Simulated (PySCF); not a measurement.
A single-point calculation

[HfF3(H2O)2]+ (singlet). PySCF 2.14.0, RKS CAM-B3LYP, Hf def2-SVP with ECP60, F def2-SVP, O def2-SVP, H def2-SVP; non-relativistic Hamiltonian with scalar-relativistic core potentials where named; density fitting; no spin-orbit coupling. Purpose: singlet excitations, Tamm-Dancoff CAM-B3LYP.

```python
mol = gto.M(atom='''
Hf     0.03041     0.00000    -0.16864
F     -1.13192     0.00000     1.34771
F     -0.82889     0.00000    -1.85516
F      1.93843    -0.00000    -0.24071
O      0.20040     2.18438     0.16289
H      0.94117     2.74917    -0.12381
H     -0.42395     2.73463     0.67027
O      0.20040    -2.18438     0.16289
H     -0.42395    -2.73463     0.67027
H      0.94117    -2.74917    -0.12381''',
    basis={'Hf': 'def2-SVP', 'F': 'def2-SVP', 'O': 'def2-SVP', 'H': 'def2-SVP'},
    ecp={'Hf': 'def2-SVP'},
    charge=1, spin=0)
mf = dft.RKS(mol, xc='CAMB3LYP')
mf.grids.atom_grid = (50, 194)
mf = mf.density_fit()  # fitting sets: Hf def2-universal-JKFIT, F def2-universal-JKFIT, O def2-universal-JKFIT, H def2-universal-JKFIT
mf.conv_tol = 1e-08; mf.max_cycle = 55
mf.kernel(dm0)  # dm0: converged density of the relaxed state
td = mf.TDA(); td.nstates = 8; td.kernel()
```

Run from Python with OMP_NUM_THREADS=2; the lines above give its settings. Where DIIS fails, smearing, a level shift and second-order steps follow.
It took 110 s on 2 threads of Arm Neoverse V1, with other jobs on the host, from an already converged density.

Question: Where do the frontier levels lie, over both spins?

Answer: HOMO -17.37 eV, LUMO -4.66 eV. 

Question: What are the Mulliken charges and spins?

Answer: 
| atom | charge (e) | spin (e) |
| --- | --- | --- |
| Hf1 | 1.425 | 0.000 |
| F2 | -0.334 | 0.000 |
| F3 | -0.300 | 0.000 |
| F4 | -0.332 | 0.000 |
| O5 | -0.290 | 0.000 |
| H6 | 0.280 | 0.000 |
| H7 | 0.280 | 0.000 |
| O8 | -0.290 | 0.000 |
| H9 | 0.280 | 0.000 |
| H10 | 0.280 | 0.000 |

Question: Which singlet excitations follow (Tamm-Dancoff, 8 states)?

Answer: 
```json
{"state": "1", "eV": "8.41", "oscillator strength": "0.0021"}
{"state": "2", "eV": "8.44", "oscillator strength": "0.0000"}
{"state": "3", "eV": "8.64", "oscillator strength": "0.0016"}
{"state": "4", "eV": "8.81", "oscillator strength": "0.0001"}
{"state": "5", "eV": "8.95", "oscillator strength": "0.0150"}
{"state": "6", "eV": "9.01", "oscillator strength": "0.0067"}
{"state": "7", "eV": "9.06", "oscillator strength": "0.0196"}
{"state": "8", "eV": "9.15", "oscillator strength": "0.0000"}
```

The geometry was relaxed with B3LYP (Hf def2-SVP with ECP60, F def2-SVP, O def2-SVP, H def2-SVP).
